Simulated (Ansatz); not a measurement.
Molecule: 1-methylselanylbutane, C$_{5}$H$_{12}$Se (charge 0, singlet). 
Structure (B3LYP-D3(BJ)/def2-TZVP (Ansatz, a quantum-chemistry and plane-wave program) minimum search):
SMILES: CCCC[Se]C
```xyz
18

C     -3.9922     0.4965    -0.1159
C     -2.6416     0.8714     0.4875
C     -1.4806     0.0953    -0.1353
C     -0.1374     0.4726     0.4695
Se     1.3205    -0.5571    -0.3701
C      2.7865     0.2233     0.6733
H     -4.8046     1.0622     0.3435
H     -4.0115     0.6970    -1.1897
H     -4.2039    -0.5659     0.0253
H     -2.6583     0.6900     1.5669
H     -2.4672     1.9444     0.3600
H     -1.6516    -0.9777    -0.0059
H     -1.4603     0.2781    -1.2140
H     -0.1174     0.2627     1.5395
H      0.0758     1.5314     0.3189
H      2.6458     0.0160     1.7320
H      3.7059    -0.2464     0.3306
H      2.8407     1.2961     0.5004
```
Charge 0, spin multiplicity 1.

Basis-set convergence of Hartree-Fock and MP2 correlation energies (hartree) with Ansatz. Cores are frozen in the correlated levels unless marked. No spin-orbit coupling. Frozen are the shells of the preceding noble gas and the d and f shells that filled before the atom's block. No relativistic terms.

```
basis    functions        E(HF)  E(corr, MP2)
-------  ---------  -----------  ------------
cc-pVDZ        157  -2596.14876      -0.84411
cc-pVTZ        361  -2596.28358      -1.04225
cc-pVQZ        703  -2596.29934      -1.11073
```

Extrapolating the two largest sets (X = 3 and 4) as X^-3: E(corr) = (64·(-1.11073) - 27·(-1.04225))/37 = -1.1607 Eh, an estimate of the basis-set limit. The largest set recovers 95.7 % of it, the smallest 72.7 %.
